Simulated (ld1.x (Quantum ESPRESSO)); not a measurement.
# What one change does to a pseudopotential (As (Z = 33), TM)

ld1.x (Quantum ESPRESSO) 7.5 input, shortened:

```
&input
   title='As', zed=33., rel=1, dft='PBESOL', iswitch=3,
   config='[Ar] 3d10 4s1.5 4p3.5 4d-2'
 /
 &inputp
   pseudotype=2, tm=.true., lloc=2,
   nlcc=.false.
 /
3
4S  1  0   1.50   0.00  1.30  1.30  0.0
4P  2  1   3.50   0.00  1.55  1.55  0.0
4D  3  2  -2.00  -0.10  1.25  1.25  0.0
 &test
   configts(1)='4s1.5 4p3.5'
 /
```

Change: core correction a·sin(br)/r model core inside 0.90 bohr.

Cutoffs: the cutoffs (Ry, on a coarse ladder) from which the occupation-weighted sum of valence levels, in a spherical-Bessel basis at the reference potential, stays within 10 and 1 mRy of its value at 400 Ry; they do not see the model core or the augmentation charge, which bear on the density cutoff. Errors are all-electron minus pseudo energies relative to the spin-unpolarised reference configuration.

Problem. Predict the effect on cutoff, ghosts and configuration errors.

Solution. The potential gets neither clearly harder nor softer (45 Ry and 100 Ry → 45 Ry and 100 Ry); both files keep a bound ghost (p, s); of the 7 tests that both files solve, the error grows in 2 and shrinks in 3 by more than 15 % and 0.3 meV (median size 3.6 → 2.0 meV). A model core, the more so a compact one, raises the density cutoff, which this test does not measure.

| quantity | base | changed |
| --- | --- | --- |
| cutoff, loose | 45 Ry | 45 Ry |
| cutoff, tight | 100 Ry | 100 Ry |
| bound ghosts | s, p | s, p |
| error for 4s2 4p3, meV [ΔE -4.68 eV] | +1.8 | -1.7 |
| error for 4s2 4p2, meV [ΔE 4.47 eV] | -3.6 | -2.0 |
| error for 4s2 4p1, meV [ΔE 22.42 eV] | -24 | -14 |
| error for 4s2 4p3.3, meV [ΔE -5.92 eV] | +2.0 | -1.7 |
| error for 4s1 4p0, meV [ΔE 100.77 eV] | +13 | -322 |
| error for 4s2 4p2.5, meV [ΔE -1.13 eV] | +0.2 | -1.6 |
| error for 4s0 4p5, meV [ΔE 14.39 eV] | +26 | -21 |
| s: phases at 1.71 bohr within 0.05 rad from the reference energy up to (Ry; the scan ends near 5) | 3.4 | 3.4 |
| p: phases at 1.71 bohr within 0.05 rad from the reference energy up to (Ry; the scan ends near 5) | to the end of the scan | to the end of the scan |
| d: phases at 1.71 bohr within 0.05 rad from the reference energy up to (Ry; the scan ends near 5) | 0.6 | 0.6 |

 A true bound ghost makes a file unfit for plane-wave use even where its test errors are small: the radial tests pick states by their node count and pass the ghost by.
